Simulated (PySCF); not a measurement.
Geometries of 2 isomers of C5H6F3N, from PBE0-D3(BJ)/def2-SVP geometry optimisation, gas phase in PySCF. One conformer each, no zero-point energy, no frequencies.

Question: Which isomer lies lower at this level?
A.
```xyz
15
angstrom
N      1.439    1.734    0.130
C      0.913    0.597    0.021
C      1.301   -0.853    0.265
C     -0.103   -1.275   -0.230
C     -0.475    0.208   -0.475
C     -1.635    0.734    0.329
F     -1.810    2.040    0.152
F     -2.773    0.118   -0.020
F     -1.458    0.519    1.640
H      2.395    1.653    0.493
H      2.152   -1.201   -0.341
H      1.512   -1.081    1.322
H     -0.110   -1.890   -1.139
H     -0.721   -1.769    0.531
H     -0.648    0.482   -1.527
```
B.
```xyz
15
angstrom
C     -2.228    0.598    0.755
C     -1.115    0.680    0.021
C     -0.353   -0.496   -0.469
N     -0.833   -1.654   -0.692
C      1.113   -0.286   -0.764
C      1.945    0.093    0.436
F      1.812   -0.790    1.428
F      3.240    0.150    0.114
F      1.606    1.295    0.925
H     -2.757    1.495    1.086
H     -2.642   -0.365    1.071
H     -0.703    1.664   -0.221
H     -1.842   -1.660   -0.506
H      1.247    0.510   -1.515
H      1.514   -1.223   -1.169
```

Answer: A. That is `[H]/N=C1\CC[C@H]1C(F)(F)F`, 2.9 kcal/mol below the other.

```tsv
SMILES	atoms numbered as above	E (Eh)	relative (kcal/mol)	relative (kJ/mol)	dipole (D)
[H]/N=C1\CC[C@H]1C(F)(F)F	[H]/[N:1]=[C:2]1\[CH2:3][CH2:4][C@H:5]1[C:6]([F:7])([F:8])[F:9]	-547.43173	0.0	0.0	3.64
[H]/N=C(\C=C)CC(F)(F)F	[H]/[N:4]=[C:3](\[CH:2]=[CH2:1])[CH2:5][C:6]([F:7])([F:8])[F:9]	-547.42711	2.9	12.1	2.61
```

As drawn, the lower has a four-membered ring, which the higher lacks; the higher has a C=C bond outside aromatic rings, which the lower lacks.
